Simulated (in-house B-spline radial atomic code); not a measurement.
Results of a calculation; reference values are marked as such.
# Building a PAW s channel for Sc, r_c = 2.99 bohr

Sc, [Ar] 3d1 4s2, non-relativistic LDA (VWN5), spherical and spin-unpolarised, from an all-electron radial atomic-structure program (B-spline basis) (atomic units; all potentials screened as in the neutral atom).

Two all-electron partial waves φ1, φ2 are integrated outwards at E1 = ε(4s) = -0.156479 and E2 = E1 + 0.5 hartree; φ1 is the bound orbital and φ2 has unit norm inside r_c = 2.9947 bohr. Smooth partners are polynomials, r^1(a0 + a1 r² + a2 r⁴ + a3 r⁶), matched to φ and three derivatives at r_c, with no condition on the norm. The local potential is -2.251 + (0.556389) r² + (-0.0596858) r⁴ + (0.00235834) r⁶ inside 2.5547 bohr and the all-electron one outside.

```csv
wave,φ(r_c),φ'(r_c),a0,a1,a2,a3
1,0.5711964,0.02140064,0.1597827,0.02610686,-0.003614858,0.0001213916
2,0.4952827,-0.9515826,0.6643717,-0.02519081,-0.006050379,0.0002960777
```

Inside r_c the overlaps are <φi φj> = [[0.33162, 0.55414], [0.55414, 1.00000]] and, for the smooth waves, [[0.37657, 0.71745], [0.71745, 1.55182]]. With χj = (Ej − T − V_local) applied to smooth wave j, the program's quadrature gives the matrix B_ij = <smooth i, χj> as [[0.16334, 0.52212], [0.44046, 1.43619]].

(1) Check the match of the first wave, and find the augmentation charges q_ij.

(2) B isn't symmetric. Show that D_ij = B_ij + Ej q_ij is.

Solving (T + V_local + Σ p D p) ψ = E (1 + Σ p q p) ψ in a sphere of 9 bohr, whose wall lifts the free-atom level a little, gives these levels:

```
all-electron  one projector  two projectors
   -0.154674      -0.154674       -2.725330
    0.114486       0.106450       -0.154674
    0.490656       0.287714        0.114484
    1.023950       0.545424        0.490650
    1.704330       1.081380        1.023540
```

(3) What does the second projector gain?

## Answers

(1) At r_c the four terms are 0.47850, 0.70116, -0.87068, 0.26222, which sum to 0.5712, φ1(r_c) to rounding. q_ij is the all-electron overlap less the smooth one: [[-0.04495, -0.16331], [-0.16331, -0.55182]]. The smooth first wave has a norm of 0.3766 inside r_c against 0.3316, so q11 is negative and must stay small enough for the overlap operator to be positive.

(2) Integrating by parts gives B12 − B21 = (E1 − E2) q12: 0.52212 − (0.44046) = 0.08165, and −0.5 × (-0.16331) = 0.08165. So D12 = 0.52212 + (0.343521)(-0.16331) = 0.46602 and D21 = 0.44046 + (-0.156479)(-0.16331) = 0.46602; D11 = 0.17037, D22 = 1.24663. The projectors, p = (B⁻¹)ᵀ χ, are dual to the smooth waves; det B = 0.0046.

(3) With one projector the errors are 0.00, -8.04 millihartree, and the level at 0.2877 is out of step with the all-electron series: an extra state, or one far too low, so the pairing ends there; skipping it, the next levels are off by +54.8, +57.4 millihartree. With two a ghost lies below the reference level, so the set fails. The lowest eigenvalue of the overlap operator is 0.7149 with one and 0.03624 with two projectors. The smooth orbital alone needs a cutoff of 1.77 hartree for 1 millihartree of kinetic energy, against 2.51 for a norm-conserving Troullier-Martins orbital of the same radius, which is no gain while the set fails.
